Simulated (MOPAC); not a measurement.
MOPAC input (PM6):

```
PM6 1SCF CHARGE=-1 GEO-OK AUX(PRECISION=9) THREADS=1
C2H4B

B    -0.14392000 1    0.24558500 1    0.99692200 1
H    -1.16444000 1    0.80843800 1    1.34604800 1
H     0.81272500 1    0.38970200 1    1.73463200 1
C    -0.10267800 1   -0.68821200 1   -0.21917700 1
C     0.26598400 1    0.35042200 1   -0.97574800 1
H    -0.25343000 1   -1.70900000 1   -0.55212600 1
H     0.34490200 1    1.30966900 1   -0.34361400 1
```

Output:

```
 *******************************************************************************
 **                                                                           **
 **                              MOPAC v23.2.5                                **
 **                                                                           **
 *******************************************************************************
 ** MOPAC's Digital Object Identifier: https://doi.org/10.5281/zenodo.6511958 **
 **                                                                           **
 ** Please cite the open-source release paper for use of this MOPAC version:  **
 ** J. E. Moussa and J. J. P. Stewart (2026)                                  **
 ** MOPAC: An open-source semiempirical molecular orbital program             **
 ** J. Open Source Softw., 11(119), 8025, https://doi.org/10.21105/joss.08025 **
 *******************************************************************************

                              PM6 CALCULATION RESULTS

 *******************************************************************************
 *  PM6        - The PM6 Hamiltonian to be used
 *  GEO-OK     - OVERRIDE INTERATOMIC DISTANCE AND OTHER SAFETY CHECKS
 *
 *
 *
 *                 CHARGE ON SYSTEM = -1
 *
 *
 *
 *  1SCF       - DO 1 SCF AND THEN STOP
 *  AUX        - OUTPUT AUXILIARY INFORMATION
 *******************************************************************************
PM6 1SCF CHARGE=-1 GEO-OK AUX(PRECISION=9) THREADS=1
 C2H4B

   ATOM   CHEMICAL          X               Y               Z
  NUMBER   SYMBOL      (ANGSTROMS)     (ANGSTROMS)     (ANGSTROMS)

     1       B         -0.14392000  *   0.24558500  *   0.99692200  *
     2       H         -1.16444000  *   0.80843800  *   1.34604800  *
     3       H          0.81272500  *   0.38970200  *   1.73463200  *
     4       C         -0.10267800  *  -0.68821200  *  -0.21917700  *
     5       C          0.26598400  *   0.35042200  *  -0.97574800  *
     6       H         -0.25343000  *  -1.70900000  *  -0.55212600  *
     7       H          0.34490200  *   1.30966900  *  -0.34361400  *

          CARTESIAN COORDINATES

    NO.       ATOM           X           Y           Z

     1         B         -0.1439      0.2456      0.9969
     2         H         -1.1644      0.8084      1.3460
     3         H          0.8127      0.3897      1.7346
     4         C         -0.1027     -0.6882     -0.2192
     5         C          0.2660      0.3504     -0.9757
     6         H         -0.2534     -1.7090     -0.5521
     7         H          0.3449      1.3097     -0.3436

 General Reference for PM6:
 "Optimization of Parameters for Semiempirical Methods V: Modification of NDDO Approximations
 and Application to 70 Elements", J. J. P. Stewart, J. Mol. Mod., 13, 1173-1213 (2007)
 URL: https://link.springer.com/article/10.1007/s00894-007-0233-4

           Empirical Formula: C2 H4 B  =     7 atoms

      MOLECULAR POINT GROUP   :   Cs

      RHF CALCULATION, NO. OF DOUBLY OCCUPIED LEVELS = 8

 -------------------------------------------------------------------------------
 PM6 1SCF CHARGE=-1 GEO-OK AUX(PRECISION=9) THREADS=1
 C2H4B

     1SCF WAS SPECIFIED, SO BFGS WAS NOT USED
     SCF FIELD WAS ACHIEVED

                              PM6 CALCULATION
                                                       MOPAC v23.2.5 Linux

          FINAL HEAT OF FORMATION =         72.47405 KCAL/MOL =     303.23143 KJ/MOL

          COSMO AREA              =         88.16 SQUARE ANGSTROMS
          COSMO VOLUME            =         71.82 CUBIC ANGSTROMS

          IONIZATION POTENTIAL    =          2.229528 EV
          HOMO LUMO ENERGIES (EV) =         -2.230  6.180
          NO. OF FILLED LEVELS    =          8
          MOLECULAR WEIGHT        =         38.8636         POINT GROUP:  Cs

          MOLECULAR DIMENSIONS (Angstroms)

            Atom       Atom       Distance
            H     6    H     3     3.28184
            C     5    H     2     2.35705
            H     7    H     3     1.85250

          SCF CALCULATIONS        =          1

   ATOM   CHEMICAL          X               Y               Z
  NUMBER   SYMBOL      (ANGSTROMS)     (ANGSTROMS)     (ANGSTROMS)

     1       B         -0.14392000  *   0.24558500  *   0.99692200  *
     2       H         -1.16444000  *   0.80843800  *   1.34604800  *
     3       H          0.81272500  *   0.38970200  *   1.73463200  *
     4       C         -0.10267800  *  -0.68821200  *  -0.21917700  *
     5       C          0.26598400  *   0.35042200  *  -0.97574800  *
     6       H         -0.25343000  *  -1.70900000  *  -0.55212600  *
     7       H          0.34490200  *   1.30966900  *  -0.34361400  *

                             CARTESIAN COORDINATES

   1    B       -0.143920000     0.245585000     0.996922000
   2    H       -1.164440000     0.808438000     1.346048000
   3    H        0.812725000     0.389702000     1.734632000
   4    C       -0.102678000    -0.688212000    -0.219177000
   5    C        0.265984000     0.350422000    -0.975748000
   6    H       -0.253430000    -1.709000000    -0.552126000
   7    H        0.344902000     1.309669000    -0.343614000

           Empirical Formula: C2 H4 B  =     7 atoms

      MOLECULAR POINT GROUP   :   Cs

                  EIGENVALUES
 -20.06755 -12.65668 -11.04434  -7.01932  -6.79175  -6.47526  -3.27704  -2.22953
   6.18039   7.92771   8.63194  10.55939  11.02639  11.39898  12.37939  13.14532

              NET ATOMIC CHARGES AND DIPOLE CONTRIBUTIONS

  ATOM NO.   TYPE          CHARGE      No. of ELECS.   s-Pop       p-Pop
    1          B          -0.550539        3.5505     1.14941     2.40113
    2          H           0.059859        0.9401     0.94014
    3          H           0.059859        0.9401     0.94014
    4          C          -0.334783        4.3348     1.10557     3.22921
    5          C          -0.431775        4.4318     1.42617     3.00560
    6          H           0.111200        0.8888     0.88880
    7          H           0.086180        0.9138     0.91382
 DIPOLE           X         Y         Z       TOTAL
 POINT-CHG.    -0.082    -0.370     0.019     0.379
 HYBRID        -0.126     0.306     0.971     1.026
 SUM           -0.208    -0.064     0.990     1.014

          ATOMIC ORBITAL ELECTRON POPULATIONS

     Atom    s        px        py        pz
    1  B   1.14941   0.94185   0.85071   0.60857
    2  H   0.94014
    3  H   0.94014
    4  C   1.10557   1.16215   1.04400   1.02307
    5  C   1.42617   0.84676   0.96457   1.19427
    6  H   0.88880
    7  H   0.91382

 **********************
 *                    *
 * JOB ENDED NORMALLY *
 *                    *
 **********************

 == MOPAC DONE ==
```

The dipole moment of an ion depends on the origin.

The geometry given is a B3LYP-D3(BJ)/def2-TZVP minimum.
